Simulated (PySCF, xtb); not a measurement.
C4H5NS, SMILES Cc1cscn1.

Harmonic wavenumbers (cm⁻¹) from GFN2-xTB in xtb at its own minimum, in rising order: 69, 228, 308, 443, 552, 607, 677, 747, 775, 804, 872, 966, 1003, 1029, 1103, 1155, 1340, 1395, 1459, 1464, 1493, 1553, 3018, 3030, 3054, 3163, 3172.

Task: What does PBE0-D3(BJ)/def2-SVP in PySCF give at its own minimum? (Estimate from the structure and the level; the computed values follow.)

Result: 124, 237, 338, 502, 570, 669, 692, 748, 826, 852, 907, 971, 1003, 1050, 1157, 1252, 1374, 1405, 1445, 1457, 1528, 1605, 3064, 3150, 3181, 3241, 3284. Paired by order, the mean absolute difference is 44 cm⁻¹ and the zero-point energies are 50.7 and 52.4 kcal/mol.
